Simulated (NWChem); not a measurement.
System: 1,4-dioxane (C4H8O2); SMILES C1COCCO1

The following NWChem deck was run.

```
start job
memory heap 200 mb stack 900 mb global 1100 mb
geometry units angstroms noautosym nocenter noautoz
  C      1.141899     0.672442    -0.349019
  C      1.136286    -0.681026     0.349264
  O     -0.005406    -1.457482    -0.000815
  C     -1.141899    -0.672442    -0.349019
  C     -1.136286     0.681026     0.349264
  O      0.005406     1.457482    -0.000815
  H      2.047647     1.248314    -0.062315
  H      1.187696     0.514343    -1.455002
  H      2.038075    -1.263627     0.063773
  H      1.181801    -0.523332     1.455322
  H     -1.187696    -0.514343    -1.455002
  H     -2.047647    -1.248314    -0.062315
  H     -2.038075     1.263627     0.063773
  H     -1.181801     0.523332     1.455322
end
basis spherical
  * library def2-svp
end
dft
  xc xpbe96 cpbe96
  iterations 150
end
cosmo
  do_cosmo_smd true
  solvent water
end
task dft energy
```

Output (shortened):

```
             Northwest Computational Chemistry Package (NWChem) 7.3.0
             --------------------------------------------------------

                             Geometry "geometry" -> ""
                             -------------------------

 Output coordinates in angstroms (scale by  1.889725989 to convert to a.u.)

  No.       Tag          Charge          X              Y              Z
 ---- ---------------- ---------- -------------- -------------- --------------
    1 C                    6.0000     1.14189900     0.67244200    -0.34901900
    2 C                    6.0000     1.13628600    -0.68102600     0.34926400
    3 O                    8.0000    -0.00540600    -1.45748200    -0.00081500
    4 C                    6.0000    -1.14189900    -0.67244200    -0.34901900
    5 C                    6.0000    -1.13628600     0.68102600     0.34926400
    6 O                    8.0000     0.00540600     1.45748200    -0.00081500
    7 H                    1.0000     2.04764700     1.24831400    -0.06231500
    8 H                    1.0000     1.18769600     0.51434300    -1.45500200
    9 H                    1.0000     2.03807500    -1.26362700     0.06377300
   10 H                    1.0000     1.18180100    -0.52333200     1.45532200
   11 H                    1.0000    -1.18769600    -0.51434300    -1.45500200
   12 H                    1.0000    -2.04764700    -1.24831400    -0.06231500
   13 H                    1.0000    -2.03807500     1.26362700     0.06377300
   14 H                    1.0000    -1.18180100     0.52333200     1.45532200

 Effective nuclear repulsion energy (a.u.)     263.0799326870

  pbe96 is a nonlocal functional; adding pw91lda local functional.

                                 NWChem DFT Module
                                 -----------------

 Summary of "ao basis" -> "ao basis" (spherical)
 ------------------------------------------------------------------------------
       Tag                 Description            Shells   Functions and Types
 ---------------- ------------------------------  ------  ---------------------
 C                          def2-svp                 6       14   3s2p1d
 O                          def2-svp                 6       14   3s2p1d
 H                          def2-svp                 3        5   2s1p

 in cosmo_initialize ...
 calling solv_data for solv:h2o

[...]

                                COSMO-SMD solvation results
                                ---------------------------

             internal energy in gas <Psi(g)|H|Psi(g)> =      -307.048159768650
         internal energy in solvent <Psi(s)|H|Psi(s)> =      -307.046362400648
                               delta internal energy  =         0.001797368002 (    1.13 kcal/mol)
   total free energy in solvent <Psi(s)|H+V/2|Psi(s)> =      -307.059086974997
 polarization energy contribution <Psi(s)|V/2|Psi(s)> =        -0.012724574349 (   -7.98 kcal/mol)
    total free energy in solvent including G(SMD-CDS) =      -307.055161551870
                       G(SMD-CDS) energy contribution =         0.003925423127 (    2.46 kcal/mol)
     1 M fixed-concentration free energy of solvation =        -0.007001783220 (   -4.39 kcal/mol)

                       DFT Final Molecular Orbital Analysis
                       ------------------------------------

 Vector   22  Occ=2.000000D+00  E=-2.480284D-01
              MO Center= -5.7D-08, -4.9D-08, -9.6D-05, r^2= 3.4D+00
   Bfn.  Coefficient  Atom+Function         Bfn.  Coefficient  Atom+Function
  ----- ------------  ---------------      ----- ------------  ---------------
    33      0.336391   3 O  py               75     -0.336391   6 O  py
    36      0.259217   3 O  py               78     -0.259217   6 O  py
     5      0.231081   1 C  py               19     -0.231271   2 C  py
    47     -0.231081   4 C  py               61      0.231271   5 C  py
    95      0.128835   9 H  s               115      0.128835  13 H  s

 Vector   23  Occ=2.000000D+00  E=-2.186635D-01
              MO Center=  9.8D-09,  2.4D-08, -6.5D-04, r^2= 3.3D+00
   Bfn.  Coefficient  Atom+Function         Bfn.  Coefficient  Atom+Function
  ----- ------------  ---------------      ----- ------------  ---------------
    34      0.382079   3 O  pz               76      0.382079   6 O  pz
    37      0.282729   3 O  pz               79      0.282729   6 O  pz
    32     -0.155473   3 O  px               74      0.155473   6 O  px
    35     -0.131413   3 O  px               77      0.131413   6 O  px
    90      0.115537   8 H  s               100     -0.115391  10 H  s

 Vector   24  Occ=2.000000D+00  E=-2.037036D-01
              MO Center=  6.8D-09, -1.7D-08, -3.9D-04, r^2= 3.3D+00
   Bfn.  Coefficient  Atom+Function         Bfn.  Coefficient  Atom+Function
  ----- ------------  ---------------      ----- ------------  ---------------
    34      0.363601   3 O  pz               76     -0.363601   6 O  pz
    37      0.281210   3 O  pz               79     -0.281210   6 O  pz
    90     -0.179007   8 H  s               100     -0.179083  10 H  s
   105      0.179007  11 H  s               120      0.179083  14 H  s
    91     -0.167832   8 H  s               101     -0.167842  10 H  s

 Vector   25  Occ=0.000000D+00  E= 3.811845D-02
              MO Center=  5.5D-08,  1.3D-09,  7.3D-04, r^2= 7.8D+00
   Bfn.  Coefficient  Atom+Function         Bfn.  Coefficient  Atom+Function
  ----- ------------  ---------------      ----- ------------  ---------------
     3      0.814176   1 C  s                17      0.815444   2 C  s
    45      0.814176   4 C  s                59      0.815444   5 C  s
    91     -0.634417   8 H  s               101     -0.634371  10 H  s
   106     -0.634417  11 H  s               121     -0.634371  14 H  s
    86     -0.629829   7 H  s                96     -0.630065   9 H  s

[...]
```

Level: PBE/def2-SVP, SMD on the gas-phase geometry. The geometry was optimised at PBE-D3(BJ)/def2-SVP. Solvent: water.
